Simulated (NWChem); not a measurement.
System: CH3NO3Si; SMILES N#CO[SiH](O)O

The following NWChem deck was run.

```
start job
memory heap 200 mb stack 900 mb global 1100 mb
geometry units angstroms noautosym nocenter noautoz
  N      0.033455    -2.944304     0.147335
  C     -0.201852    -1.819544    -0.109329
  O     -0.490404    -0.601282    -0.425438
  Si     0.059089     0.811856     0.426431
  O     -0.967522     1.990120    -0.114052
  O      1.611848     1.197176     0.038793
  H      0.031569     0.473351     1.869564
  H     -1.899411     1.743333    -0.247575
  H      1.765010     1.573580    -0.846425
end
basis spherical
  * library 6-31g*
end
dft
  xc hfexch
  iterations 150
  mulliken
end
task dft energy
esp
  recalculate
  probe 0.07
  range 0.3
  factor 1.0
  spacing 0.02
end
task esp
```

Excerpt of the output:

```
             Northwest Computational Chemistry Package (NWChem) 7.3.0
             --------------------------------------------------------

                             Geometry "geometry" -> ""
                             -------------------------

 Output coordinates in angstroms (scale by  1.889725989 to convert to a.u.)

  No.       Tag          Charge          X              Y              Z
 ---- ---------------- ---------- -------------- -------------- --------------
    1 N                    7.0000     0.03345500    -2.94430400     0.14733500
    2 C                    6.0000    -0.20185200    -1.81954400    -0.10932900
    3 O                    8.0000    -0.49040400    -0.60128200    -0.42543800
    4 Si                  14.0000     0.05908900     0.81185600     0.42643100
    5 O                    8.0000    -0.96752200     1.99012000    -0.11405200
    6 O                    8.0000     1.61184800     1.19717600     0.03879300
    7 H                    1.0000     0.03156900     0.47335100     1.86956400
    8 H                    1.0000    -1.89941100     1.74333300    -0.24757500
    9 H                    1.0000     1.76501000     1.57358000    -0.84642500

 Effective nuclear repulsion energy (a.u.)     286.6266992176

  xc_inp: hfexch multiplicative factor not found.

                                 NWChem DFT Module
                                 -----------------

 Summary of "ao basis" -> "ao basis" (spherical)
 ------------------------------------------------------------------------------
       Tag                 Description            Shells   Functions and Types
 ---------------- ------------------------------  ------  ---------------------
 N                           6-31g*                  6       14   3s2p1d
 C                           6-31g*                  6       14   3s2p1d
 O                           6-31g*                  6       14   3s2p1d
 Si                          6-31g*                  8       18   4s3p1d
 H                           6-31g*                  2        2   2s

            General Information
            -------------------
          SCF calculation type: DFT
          Wavefunction type:  closed shell.
          No. of atoms     :     9
          No. of electrons :    54
           Alpha electrons :    27
            Beta electrons :    27
          Charge           :     0
          Spin multiplicity:     1
          Use of symmetry is: off; symmetry adaption is: off
          Maximum number of iterations: 150
          AO basis - number of functions:    94
                     number of shells:    44
          Convergence on energy requested:  1.00D-06
          Convergence on density requested:  1.00D-05
          Convergence on gradient requested:  5.00D-04

              XC Information
              --------------
                     Hartree-Fock (Exact) Exchange  1.000

      Superposition of Atomic Density Guess
      -------------------------------------

 Sum of atomic energies:        -606.52905423

      Non-variational initial energy
      ------------------------------

 Total energy =    -608.581515
 1-e energy   =   -1405.649216
 2-e energy   =     510.441001
 HOMO         =      -0.376907
 LUMO         =       0.051283

     ---------------------------------------------
      Total Density - Mulliken Population Analysis
     ---------------------------------------------

    Atom       Charge   Shell Charges
 -----------   ------   -------------------------------------------------------
    1 N    7     7.97   2.00  0.89  2.47  0.97  1.61  0.03
    2 C    6     4.93   2.00  0.69  1.45  0.29  0.42  0.08
    3 O    8     8.67   2.00  0.91  2.96  0.93  1.87  0.01
    4 Si  14    12.48   2.00  2.00  5.97  0.77  1.10  0.17  0.20  0.26
    5 O    8     9.01   2.00  0.93  3.13  0.90  2.04  0.01
    6 O    8     9.00   2.00  0.93  3.13  0.90  2.04  0.01
    7 H    1     1.05   0.46  0.60
    8 H    1     0.44   0.34  0.10
    9 H    1     0.44   0.34  0.10

   convergence    iter        energy       DeltaE   RMS-Dens  Diis-err
 ---------------- ----- ----------------- --------- --------- ---------
 d= 0,ls=0.0,diis     1   -607.4900317606 -8.94D+02  1.07D-02  1.44D+00
 d= 0,ls=0.0,diis     2   -607.5757396496 -8.57D-02  5.11D-03  8.67D-01
 d= 0,ls=0.0,diis     3   -607.6641582574 -8.84D-02  1.18D-03  1.90D-02
 d= 0,ls=0.0,diis     4   -607.6670705698 -2.91D-03  5.51D-04  4.62D-03
 d= 0,ls=0.0,diis     5   -607.6676892086 -6.19D-04  2.23D-04  1.93D-04
  Resetting Diis
 d= 0,ls=0.0,diis     6   -607.6677457419 -5.65D-05  8.39D-05  2.44D-05
 d= 0,ls=0.0,diis     7   -607.6677521832 -6.44D-06  1.07D-05  1.09D-06
 d= 0,ls=0.0,diis     8   -607.6677524603 -2.77D-07  4.93D-06  3.66D-07

         Total DFT energy =     -607.667752460331
      One electron energy =    -1407.756480167462
           Coulomb energy =      571.485752437906
    Exchange-Corr. energy =      -58.023723948353
 Nuclear repulsion energy =      286.626699217578

 Numeric. integr. density =        0.000000000000

                       DFT Final Molecular Orbital Analysis
                       ------------------------------------

 Vector   25  Occ=2.000000D+00  E=-5.301969D-01
              MO Center= -3.2D-01,  1.1D+00,  6.3D-01, r^2= 2.9D+00
   Bfn.  Coefficient  Atom+Function         Bfn.  Coefficient  Atom+Function
  ----- ------------  ---------------      ----- ------------  ---------------
    65      0.419319  5 O  pz                69      0.340191  5 O  pz
    90     -0.312685  7 H  s                 89     -0.224364  7 H  s
    51     -0.212323  4 Si pz                77     -0.140868  6 O  px
    48     -0.109527  4 Si s                 81     -0.102096  6 O  px
    50      0.098447  4 Si py                58     -0.096517  4 Si d  0

 Vector   26  Occ=2.000000D+00  E=-4.420324D-01
              MO Center= -1.1D-01, -2.2D+00,  4.7D-04, r^2= 1.8D+00
   Bfn.  Coefficient  Atom+Function         Bfn.  Coefficient  Atom+Function
  ----- ------------  ---------------      ----- ------------  ---------------
     5      0.334645  1 N  pz                19      0.265974  2 C  pz
     3      0.239014  1 N  px                 9      0.233179  1 N  pz
    33     -0.205068  3 O  pz                17      0.190465  2 C  px
    37     -0.185927  3 O  pz                 7      0.166776  1 N  px
    23      0.164035  2 C  pz                31     -0.146332  3 O  px

 Vector   27  Occ=2.000000D+00  E=-4.357135D-01
              MO Center= -1.1D-01, -2.2D+00, -1.2D-02, r^2= 1.8D+00
   Bfn.  Coefficient  Atom+Function         Bfn.  Coefficient  Atom+Function
  ----- ------------  ---------------      ----- ------------  ---------------
     3      0.355379  1 N  px                 5     -0.257906  1 N  pz
    17      0.255811  2 C  px                 7      0.247756  1 N  px
    31     -0.230867  3 O  px                35     -0.215771  3 O  px
    19     -0.185478  2 C  pz                 9     -0.180344  1 N  pz
    33      0.171158  3 O  pz                37      0.160732  3 O  pz

 Vector   28  Occ=0.000000D+00  E= 1.524713D-01
              MO Center= -1.0D+00,  1.3D+00,  2.3D-01, r^2= 4.1D+00
   Bfn.  Coefficient  Atom+Function         Bfn.  Coefficient  Atom+Function
  ----- ------------  ---------------      ----- ------------  ---------------
    52      0.949545  4 Si s                 66     -0.952798  5 O  s
    53     -0.679756  4 Si px                92      0.541878  8 H  s
    54      0.362227  4 Si py                90     -0.340559  7 H  s
    34     -0.255168  3 O  s                 68      0.213781  5 O  py
    94      0.195476  9 H  s                 67      0.153663  5 O  px

 Vector   29  Occ=0.000000D+00  E= 1.579302D-01
              MO Center=  8.2D-01,  1.1D+00, -2.6D-02, r^2= 4.7D+00
   Bfn.  Coefficient  Atom+Function         Bfn.  Coefficient  Atom+Function
  ----- ------------  ---------------      ----- ------------  ---------------
    80     -0.969852  6 O  s                 53      0.921550  4 Si px
    94      0.527970  9 H  s                 52      0.429943  4 Si s
    55     -0.320859  4 Si pz                92      0.239881  8 H  s
    54      0.225079  4 Si py                20      0.194299  2 C  s
    83      0.181889  6 O  pz                35     -0.166887  3 O  px

 Vector   30  Occ=0.000000D+00  E= 1.643669D-01
              MO Center=  5.2D-02,  3.0D-01,  4.9D-01, r^2= 5.1D+00
   Bfn.  Coefficient  Atom+Function         Bfn.  Coefficient  Atom+Function
  ----- ------------  ---------------      ----- ------------  ---------------
    54      1.162741  4 Si py                 6      0.757215  1 N  s
    52     -0.689700  4 Si s                 22      0.625436  2 C  py
    20     -0.474383  2 C  s                 34      0.467707  3 O  s
    55      0.374436  4 Si pz                 8      0.326435  1 N  py
    53      0.256740  4 Si px                82     -0.218284  6 O  py

     ---------------------------------------------
      Total Density - Mulliken Population Analysis
     ---------------------------------------------

    Atom       Charge   Shell Charges
 -----------   ------   -------------------------------------------------------
    1 N    7     7.40   2.00  0.83  2.18  0.93  1.41  0.05
    2 C    6     5.41   2.00  0.68  1.87  0.20  0.56  0.10
    3 O    8     8.77   2.00  0.87  2.92  1.01  1.94  0.02
    4 Si  14    12.54   2.00  2.00  5.98  0.74  1.33  0.01  0.10  0.39
    5 O    8     8.88   2.00  0.88  2.91  0.98  2.09  0.02
    6 O    8     8.86   2.00  0.89  2.91  0.97  2.08  0.02
    7 H    1     1.13   0.50  0.63
    8 H    1     0.50   0.44  0.07
    9 H    1     0.50   0.44  0.07

     -------------------------------------------
      Total Density - Lowdin Population Analysis
     -------------------------------------------

    Atom       Charge   Shell Charges
 -----------   ------   -------------------------------------------------------
    1 N    7     7.21   1.99  0.76  2.06  0.69  1.64  0.08
    2 C    6     5.88   1.98  0.52  1.68  0.34  1.15  0.21
    3 O    8     8.33   1.99  0.82  2.79  0.65  2.02  0.05
    4 Si  14    13.08   2.00  1.97  5.88  0.53  1.31  0.28  0.54  0.58
    5 O    8     8.59   1.99  0.85  2.79  0.72  2.20  0.03
    6 O    8     8.58   1.99  0.85  2.78  0.72  2.19  0.03
    7 H    1     1.06   0.50  0.56
    8 H    1     0.63   0.42  0.21
    9 H    1     0.63   0.42  0.21

     Multipole analysis of the density
     ---------------------------------

     L   x y z        total         alpha         beta         nuclear
     -   - - -        -----         -----         ----         -------
     0   0 0 0     -0.000000    -27.000000    -27.000000     54.000000

     1   1 0 0     -0.637100     -1.243441     -1.243441      1.849783
     1   0 1 0      1.709844     -3.224021     -3.224021      8.157887
     1   0 0 1     -0.336403     -3.111821     -3.111821      5.887239

     2   2 0 0    -27.461420    -80.192486    -80.192486    132.923553
     2   1 1 0      0.087312     -7.204180     -7.204180     14.495671
     2   1 0 1     -2.304722     -5.807416     -5.807416      9.310111
     2   0 2 0    -42.349530   -273.928762   -273.928762    505.507995
     2   0 1 1     -0.551412     -5.145584     -5.145584      9.739756
     2   0 0 2    -28.680235    -29.707403    -29.707403     30.734572

                     NWChem Electrostatic Potential Fit Module
                     -----------------------------------------

 Atom parameters

 Number of atoms is                                    9
 Number of basis functions is                         94

 Grid parameters

 Maximum number of grid points is                  40209
 Number of grid points is                          40208
 Grid range                                     0.300000 nm
 Grid spacing                                   0.020000 nm
 Probe radius                                   0.070000 nm
 Atom radius factor                             1.000000

 Atomic radii

    1    0.100000
    6    0.147000
    7    0.140000
    8    0.136000
   14    0.187000
 FASTESP  F
  using M.O. file = ./job.movecs

    Atom              Coordinates                           Charge

                                                  ESP

    1 N     0.003346   -0.294430    0.014734   -0.566892
    2 C    -0.020185   -0.181954   -0.010933    0.590529
    3 O    -0.049040   -0.060128   -0.042544   -0.498593
    4 Si    0.005909    0.081186    0.042643    1.272409
    5 O    -0.096752    0.199012   -0.011405   -0.778190
    6 O     0.161185    0.119718    0.003879   -0.775696
    7 H     0.003157    0.047335    0.186956   -0.165494
    8 H    -0.189941    0.174333   -0.024758    0.446677
    9 H     0.176501    0.157358   -0.084643    0.475250
                                            ------------
                                               -0.000000

 Dipole moment                                  1.833052

 Quadrupole moment Qxx                         18.969465
                   Qyy                        -34.043001
                   Qzz                         15.073536

 RMS deviation kJ/mol                           0.053019

 RRMS %                                        13.935936
```

Level: Hartree-Fock/6-31G* (spherical d). Coordinates come from a PBE-D3(BJ)/def2-SVP optimisation.
